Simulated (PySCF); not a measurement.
Geometry:
```json
{"atom": "C1", "x (Å)": "2.718", "y (Å)": "1.205", "z (Å)": "-1.050"}
{"atom": "C2", "x (Å)": "1.366", "y (Å)": "0.523", "z (Å)": "-0.916"}
{"atom": "C3", "x (Å)": "1.279", "y (Å)": "-0.347", "z (Å)": "0.330"}
{"atom": "C4", "x (Å)": "-0.069", "y (Å)": "-0.989", "z (Å)": "0.601"}
{"atom": "C5", "x (Å)": "-0.662", "y (Å)": "-1.852", "z (Å)": "-0.518"}
{"atom": "C6", "x (Å)": "-1.688", "y (Å)": "-0.949", "z (Å)": "-1.198"}
{"atom": "C7", "x (Å)": "-2.213", "y (Å)": "-0.126", "z (Å)": "-0.040"}
{"atom": "O8", "x (Å)": "-1.066", "y (Å)": "0.053", "z (Å)": "0.801"}
{"atom": "Al9", "x (Å)": "-0.989", "y (Å)": "1.395", "z (Å)": "2.251"}
{"atom": "H10", "x (Å)": "3.536", "y (Å)": "0.470", "z (Å)": "-1.112"}
{"atom": "H11", "x (Å)": "2.764", "y (Å)": "1.833", "z (Å)": "-1.953"}
{"atom": "H12", "x (Å)": "2.917", "y (Å)": "1.854", "z (Å)": "-0.183"}
{"atom": "H13", "x (Å)": "1.168", "y (Å)": "-0.084", "z (Å)": "-1.816"}
{"atom": "H14", "x (Å)": "0.575", "y (Å)": "1.289", "z (Å)": "-0.870"}
{"atom": "H15", "x (Å)": "2.024", "y (Å)": "-1.160", "z (Å)": "0.285"}
{"atom": "H16", "x (Å)": "1.547", "y (Å)": "0.254", "z (Å)": "1.216"}
{"atom": "H17", "x (Å)": "-0.011", "y (Å)": "-1.550", "z (Å)": "1.546"}
{"atom": "H18", "x (Å)": "0.114", "y (Å)": "-2.214", "z (Å)": "-1.207"}
{"atom": "H19", "x (Å)": "-1.159", "y (Å)": "-2.735", "z (Å)": "-0.087"}
{"atom": "H20", "x (Å)": "-2.487", "y (Å)": "-1.509", "z (Å)": "-1.703"}
{"atom": "H21", "x (Å)": "-1.208", "y (Å)": "-0.296", "z (Å)": "-1.941"}
{"atom": "H22", "x (Å)": "-2.996", "y (Å)": "-0.650", "z (Å)": "0.531"}
{"atom": "H23", "x (Å)": "-2.585", "y (Å)": "0.869", "z (Å)": "-0.318"}
{"atom": "H24", "x (Å)": "-0.148", "y (Å)": "0.553", "z (Å)": "3.331"}
{"atom": "H25", "x (Å)": "-2.568", "y (Å)": "1.569", "z (Å)": "2.485"}
{"atom": "H26", "x (Å)": "-0.223", "y (Å)": "2.615", "z (Å)": "1.537"}
```

Geometry: PBE0-D3(BJ)/def2-SVP; GIAO shifts from PySCF 2.14.0 with density-fitted response routines, gas phase, non-relativistic, averaged over equivalent atoms.

At WP04/pcSseg-1 (245 basis functions, 46 s wall time on 1 thread of an Arm Neoverse V2, shared host):
| atoms | δ (ppm) |
| --- | --- |
| C4 | 88.4 |
| C7 | 76.4 |
| C3 | 38.0 |
| C5 | 33.6 |
| C6 | 30.6 |
| C2 | 20.7 |
| C1 | 17.2 |
| O8 | 58.7 |
| Al9 | 54.3 |
| H17 | 4.37 |
| H23 | 4.08 |
| H22 | 3.68 |
| H24/H25/H26 | 3.09 |
| H16 | 2.14 |
| H19 | 1.97 |
| H21 | 1.83 |
| H18 | 1.73 |
| H20 | 1.65 |
| H14 | 1.46 |
| H15 | 1.04 |
| H10/H11/H12 | 1.02 |
| H13 | 0.91 |

δ = σ(ref) − σ, references computed at the same level: $^{13}$C (σ = 172.44 ppm), $^{1}$H (σ = 31.56 ppm) against TMS; H2O for $^{17}$O (σ = 317.54 ppm); AlH4- for $^{27}$Al (σ = 483.51 ppm).

Problem. What do these become at PBE0/pcSseg-1?

Solution. 
```json
{"atoms": "C4", "δ at PBE0/pcSseg-1": "84.7", "change": "-3.7"}
{"atoms": "C7", "δ at PBE0/pcSseg-1": "74.6", "change": "-1.8"}
{"atoms": "C3", "δ at PBE0/pcSseg-1": "37.9", "change": "-0.1"}
{"atoms": "C5", "δ at PBE0/pcSseg-1": "31.5", "change": "-2.1"}
{"atoms": "C6", "δ at PBE0/pcSseg-1": "28.5", "change": "-2.1"}
{"atoms": "C2", "δ at PBE0/pcSseg-1": "17.5", "change": "-3.2"}
{"atoms": "C1", "δ at PBE0/pcSseg-1": "15.6", "change": "-1.6"}
{"atoms": "O8", "δ at PBE0/pcSseg-1": "58.9", "change": "+0.2"}
{"atoms": "Al9", "δ at PBE0/pcSseg-1": "74.0", "change": "+19.7"}
{"atoms": "H17", "δ at PBE0/pcSseg-1": "4.44", "change": "+0.07"}
{"atoms": "H23", "δ at PBE0/pcSseg-1": "4.22", "change": "+0.14"}
{"atoms": "H22", "δ at PBE0/pcSseg-1": "3.71", "change": "+0.03"}
{"atoms": "H24/H25/H26", "δ at PBE0/pcSseg-1": "4.15", "change": "+1.06"}
{"atoms": "H16", "δ at PBE0/pcSseg-1": "2.18", "change": "+0.04"}
{"atoms": "H19", "δ at PBE0/pcSseg-1": "2.05", "change": "+0.08"}
{"atoms": "H21", "δ at PBE0/pcSseg-1": "1.86", "change": "+0.03"}
{"atoms": "H18", "δ at PBE0/pcSseg-1": "1.76", "change": "+0.03"}
{"atoms": "H20", "δ at PBE0/pcSseg-1": "1.68", "change": "+0.03"}
{"atoms": "H14", "δ at PBE0/pcSseg-1": "1.41", "change": "-0.05"}
{"atoms": "H15", "δ at PBE0/pcSseg-1": "1.03", "change": "-0.01"}
{"atoms": "H10/H11/H12", "δ at PBE0/pcSseg-1": "1.04", "change": "+0.02"}
{"atoms": "H13", "δ at PBE0/pcSseg-1": "0.90", "change": "-0.01"}
```

Shifts are taken against calculated references (same method and geometry level): $^{13}$C (σref 184.41), $^{1}$H (σref 31.27) vs TMS; H2O for $^{17}$O (σref 334.56); AlH4- for $^{27}$Al (σref 489.28).

The largest change is at Al9 (aluminium bonded to O, 3 H). Cost: 245 basis functions, 47 s wall time on 1 thread of an Arm Neoverse V2, shared host. The order of the carbon signals is the same at both levels.

Experimental scales use liquid or dissolved standards, which lie at an offset from isolated H2O (liquid H2O: subtract about 36 ppm).
